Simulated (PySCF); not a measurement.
**How methods differ on the electron affinity of Bi**

Bi⁻ [Xe] 4f14 5d10 6s2 6p4 (3P) → Bi [Xe] 4f14 5d10 6s2 6p3 (4S), as a difference of total energies. Calculation: PySCF 2.14, in aug-cc-pwCVTZ-DK3 (11s10p8d5f1g, 125 functions); the spin-free X2C one-electron Hamiltonian (Gaussian nucleus). Correlated levels: valence: [Xe] 4f14 5d10 frozen; valence and next inner shell: [Kr] 4d10 4f14 frozen. The calculations carry no spin-orbit coupling.

| method | electron affinity (eV) | difference from reference (eV) |
| --- | --- | --- |
| UHF | -0.179 | -1.121 |
| LDA | 1.147 | +0.205 |
| PBE | 0.904 | -0.038 |
| PBE0 | 0.811 | -0.131 |
| r2SCAN | 0.805 | -0.137 |
| MP2 (valence) | 0.516 | -0.426 |
| SCS-MP2 (valence) | 0.571 | -0.371 |
| MP2 (valence and next inner shell) | 0.593 | -0.349 |
| SCS-MP2 (valence and next inner shell) | 0.609 | -0.333 |

Reference: 0.942 eV (measured; photodetachment measurements, as compiled on the Wikipedia data page of electron affinities).

Spin-orbit coupling is strong in these open shells (close to jj coupling). The scalar numbers leave it out and a first-order estimate fails, so it can dominate the gap to the real levels.

Errors of the correlated levels include the incompleteness of this basis and the frozen core.

A negative affinity means that the anion lies above the atom at that level of theory.

In the anion the highest occupied orbital energy is positive at LDA, PBE, PBE0, r2SCAN, a self-interaction effect; the basis confines that electron, and the energy difference can still be sensible.
